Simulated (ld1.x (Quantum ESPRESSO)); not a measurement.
**An all-electron radial function and its pseudo partner (molybdenum (Mo))**

Columns: radius, all-electron u(r) and pseudo u(r) of the 4d shell (level -15.62 eV) of molybdenum in the configuration [Ar] 3d10 4s2 4p6 4d4.5 5s0 5p0; LDA (PZ), scalar-relativistic, TM scheme, ld1.x (Quantum ESPRESSO) 7.5.

```
r (bohr)  all-electron   pseudo
   0.103        0.1405  -0.0024
   0.205        0.3359  -0.0179
   0.308        0.3492  -0.0571
   0.410        0.2196  -0.1234
   0.513        0.0268  -0.2154
   0.615       -0.1713  -0.3227
   0.718       -0.3502  -0.4356
   0.820       -0.4952  -0.5400
   0.923       -0.6069  -0.6288
   1.025       -0.6858  -0.6959
   1.128       -0.7377  -0.7420
   1.230       -0.7670  -0.7685
   1.332       -0.7788  -0.7792
   1.435       -0.7772  -0.7773
   1.538       -0.7655  -0.7655
   1.640       -0.7465  -0.7465
   1.743       -0.7221  -0.7221
   1.845       -0.6943  -0.6943
   1.948       -0.6638  -0.6638
   2.050       -0.6323  -0.6323
   2.153       -0.5998  -0.5998
   2.255       -0.5675  -0.5675
   2.358       -0.5352  -0.5352
   2.460       -0.5038  -0.5038
   2.562       -0.4733  -0.4733
   2.665       -0.4435  -0.4435
```

Q: How many radial nodes do the two functions have?

A: The all-electron 4d function has n − l − 1 = 1; the pseudo-wave has 0, since the states of the same l below it are removed with the core.

Q: At about which radius was the pseudo-wave matched?

A: 1.60 bohr. The columns agree to 0.0005 from 1.33 bohr on; several derivatives are matched, so the curves merge somewhat inside the radius.

Q: Where does each function peak?

A: Outermost all-electron maximum near 1.33 bohr, pseudo maximum near 1.33 bohr (to the table’s step).

Q: Is the pseudo-wave norm-conserving?

A: Yes: the TM scheme keeps the norm inside the radius equal to the all-electron one, which fixes the energy derivative of the logarithmic derivative at the level.
